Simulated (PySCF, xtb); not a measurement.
C5H8O, SMILES C=CCOC=C.

GFN2-xTB in xtb 6.7.1 at its own geometry gives an orbital gap of 4.57 eV and a dipole moment of 1.66 D.

Geometry: B3LYP-D3(BJ)/def2-SVP. Other conformers were not sampled.

Question: What does PBE/def2-TZVP run with PySCF give? (The exact figures need the calculation; the answer reports its results.)

Answer: gap 4.53 eV (levels -5.41 and -0.88 eV), dipole 1.59 D.
